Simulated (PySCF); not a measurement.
# Ionisation energy of Ho³²⁺ by level of theory

Ho³²⁺ [Ar] 3d10 4s2 4p5 [4p1/2^2 4p3/2^3, M_J = 3/2] → Ho³³⁺ [Ar] 3d10 4s2 4p4 [4p1/2^2 4p3/2^2, M_J = 2], as a difference of total energies. Calculation: PySCF 2.14, in an even-tempered Gaussian basis (17 s from 3.1 bohr⁻², ratio 2.8; 14 p from 4.1 bohr⁻², ratio 2.8; 8 d from 7.2 bohr⁻², ratio 2.8; 4 f from 21 bohr⁻², ratio 3); the two-component X2C-1e Hamiltonian. Correlated levels: [Ne] frozen; the 80 highest virtual spinors dropped. "Screened" scales the spin-orbit matrix elements by Boettger's factors to mimic the two-electron term; Breit and QED terms are absent.

```
                    method  ionisation energy (eV)
           GHF (spin-free)                  1356.7
          GMP2 (spin-free)                  1358.1
 GHF (screened spin-orbit)                  1341.1
GMP2 (screened spin-orbit)                  1342.5
```

Breit and QED terms and the two-electron picture change are absent.

The spin-free rows relax to the high-spin LS determinant and lack the spin-orbit shift.

The labels give the starting determinants; with spin-orbit coupling the two ends relaxed to ⟨J²⟩ = 3.75, ⟨L²⟩ = 2.05, ⟨S²⟩ = 0.80 and ⟨J²⟩ = 6.00, ⟨L²⟩ = 3.21, ⟨S²⟩ = 1.46.

For comparison: 1346 ± 4 eV (theoretical estimate listed by NIST; NIST Atomic Spectra Database, ionization energies).
